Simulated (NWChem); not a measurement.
A series in which one site is exchanged, each optimised at PBE0/def2-SVP with NWChem, gas phase unless a solvent is named. Low-valent species are run as closed-shell singlets; no triplet was tried in these runs. For some, no frequency run checked for a minimum. def2 effective core potentials on Sn, Pb; no spin-orbit coupling.

A: [PbH][SH] (PbH2S; site = Pb)
B: [SH][GeH] (GeH2S; site = Ge)
C: [SH][SnH] (SnH$_{2}$S; site = Sn)
D: [SiH]S (SiH2S; site = Si)

Values for A:

| Property | Value |
|---|---|
| dipole (D), PBE0/def2-SVP | 2.82 |
| static polarisability, PBE0/def2-SVPD (bohr³) | 73.0 |
| lowest singlet excitation, PBE0/def2-SVPD, TDA (eV) | 3.13 |

Question: How do these values change for the other members?

Answer: 
```csv
change from A,B,C,D
"dipole (D), PBE0/def2-SVP",-1.82,-0.98,-2.08
"static polarisability, PBE0/def2-SVPD (bohr³)",-14.5,-2.8,-17.6
"lowest singlet excitation, PBE0/def2-SVPD, TDA (eV)",+0.13,-0.05,+0.11
```
